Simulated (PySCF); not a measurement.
A geometry optimisation on `[GeH3][O][C@H]1CCCC12CC2`.

Method: PBE0-D3(BJ)/def2-SVP geometry optimisation, gas phase (PySCF 2.14.0). Start geometry: GFN2-xTB. The command runs a driver script over a list of jobs; the input below is this job's line of settings and its coordinates in Å.

Command:
```bash
OMP_NUM_THREADS=1 python probes_run.py task.json out
```

Input:
```
{"job": {"xc": "PBE0", "basis": "def2-SVP", "d3": "d3bj", "grid": 1, "shake": 0.01, "kind": "geom"}, "charge": 0, "multiplicity": 1}
Ge     2.572170     0.219550     0.529510
O      1.605900    -0.369280    -0.804170
C      0.205160    -0.379290    -1.072030
C     -0.322630    -1.764460    -0.784880
C     -0.620820    -1.744520     0.710760
C     -1.160440    -0.321830     0.975540
C     -0.596410     0.522160    -0.162120
C     -1.437160     1.613200    -0.764590
C     -0.231930     1.967520     0.051330
H      1.833710     0.139760     1.852940
H      2.946680     1.671760     0.291370
H      3.742800    -0.657330     0.455670
H      0.087080    -0.090640    -2.129530
H      0.320380    -2.549120    -1.069660
H     -1.294280    -1.891830    -1.332680
H     -1.313030    -2.499530     1.048060
H      0.326800    -1.872070     1.251720
H     -2.257850    -0.318330     0.958290
H     -0.846340     0.044460     1.954910
H     -1.450270     1.765890    -1.823600
H     -2.437070     1.796740    -0.327700
H     -0.350760     2.379650     1.002260
H      0.625970     2.361090    -0.535620
```

Output:
```
step   0  E = -2426.19953135  max force = 0.053757
step   1  E = -2426.20870501  max force = 0.013920
step   2  E = -2426.20964139  max force = 0.002856
step   3  E = -2426.20970455  max force = 0.001314
step   4  E = -2426.20973522  max force = 0.000688
step   5  E = -2426.20975451  max force = 0.000760
step   6  E = -2426.20977733  max force = 0.001013
step   7  E = -2426.20982501  max force = 0.001209
step   8  E = -2426.20997953  max force = 0.001536
step   9  E = -2426.20834267  max force = 0.005307
step  10  E = -2426.20996078  max force = 0.002284
step  11  E = -2426.21023129  max force = 0.001616
step  12  E = -2426.21071042  max force = 0.002268
step  13  E = -2426.21142238  max force = 0.003070
step  14  E = -2426.21114706  max force = 0.004233
step  15  E = -2426.21182407  max force = 0.001860
step  16  E = -2426.21201839  max force = 0.001507
step  17  E = -2426.21211176  max force = 0.001383
step  18  E = -2426.21215292  max force = 0.001022
step  19  E = -2426.21216380  max force = 0.000503
step  20  E = -2426.21216511  max force = 0.000445
optimisation converged
```

Energies in Eh; «max force» is the largest Cartesian gradient component in Eh/bohr.

Q: How much energy does the optimisation release, in kJ/mol?

A: E(step 0) − E(last step) = 0.012634 Eh, which is 33.2 kJ/mol.

Q: At which steps does the energy rise by more than 1e-5 Eh?

A: At steps 9 (+1.64 mEh) and 14 (+0.28 mEh).

Main results: final energy -2426.21217 Eh after 20 steps; dipole 1.04 D.

Q: Where do the atoms end?

A: 0.556 Å rms from the input after alignment:
```
atom  x, y, z in Å
Ge1    2.2453    0.4893    0.1310
O2     0.9899   -0.7386   -0.1756
C3    -0.1962   -0.4663   -0.8881
C4    -1.0638   -1.7158   -0.8141
C5    -1.6222   -1.6845    0.6175
C6    -1.6570   -0.1902    1.0197
C7    -1.0803    0.5442   -0.1826
C8    -1.9410    1.4531   -1.0103
C9    -0.8115    2.0166   -0.1975
H10    1.8590    1.3878    1.3216
H11    2.4435    1.3388   -1.1435
H12    3.5006   -0.3339    0.4553
H13    0.0347   -0.1579   -1.9267
H14   -0.4876   -2.6240   -1.0414
H15   -1.8744   -1.6268   -1.5547
H16   -2.6117   -2.1602    0.6818
H17   -0.9537   -2.2409    1.2893
H18   -2.6721    0.1644    1.2549
H19   -1.0389   -0.0109    1.9130
H20   -1.8241    1.4294   -2.0982
H21   -2.9650    1.6314   -0.6702
H22   -1.0485    2.5860    0.7060
H23    0.0616    2.3895   -0.7418
```

Time: 8.6 min; peak memory 1.1 GiB. Hardware: Arm Neoverse V2, one thread (shared host).
Labels such as C1 count atoms from 1, the log's own numbers from 0.
